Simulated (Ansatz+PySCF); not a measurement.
A calculation with PySCF 2.14.0.

```python
from pyscf import gto, scf

mol = gto.M(atom="""
Mg -0.939080 -0.929420 -0.930660
O -1.023620 -1.010240 1.020420
O -1.027270 1.017080 -1.013720
Mg -0.939900 0.940780 0.928190
O 1.014670 -1.026840 -1.023390
Mg 0.943780 -0.932920 0.930830
Mg 0.937380 0.938200 -0.946820
O 1.028910 1.018130 1.019680
""", basis='def2-svp', charge=0, spin=0)
mf = scf.UHF(mol)
mf.kernel()
print(mf.converged, mf.e_tot, mf.spin_square()[0])
```

The script is written out from the run's settings.

The run gave:

```yaml
Converged: yes
Total_energy: -1097.66088 hartree
Spin_squared_of_the_determinant: 0.000
Cycles: 12
```
